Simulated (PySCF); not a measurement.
## TlN at ROHF-SCS-MP2

Computed with ROHF-SCS-MP2; PySCF, spin-free X2C with a Gaussian nucleus, basis sets Tl x2c-TZVPPall, N x2c-TZVPPall.

| Item | Value |
| --- | --- |
| state | triplet, unpaired electrons π ↑↑ |
| bond length | 2.305 Å |
| harmonic wavenumber | 409 cm⁻¹ |
| force constant | 1.29 mdyn/Å |
| rotational constant Be | 0.2421 cm⁻¹ |
| anharmonicity ωexe | 2.18 cm⁻¹ |
| vibration–rotation constant αe | 0.00183 cm⁻¹ |
| well depth De to Tl + N | 122 kJ/mol |
| dissociation energy D0 | 119 kJ/mol |

Correlated steps freeze 35 core orbitals. These are scalar-relativistic numbers at best; spin–orbit coupling would shift them, the dissociation energy most. The state was picked by a PBE0 search and need not be the measured ground state.
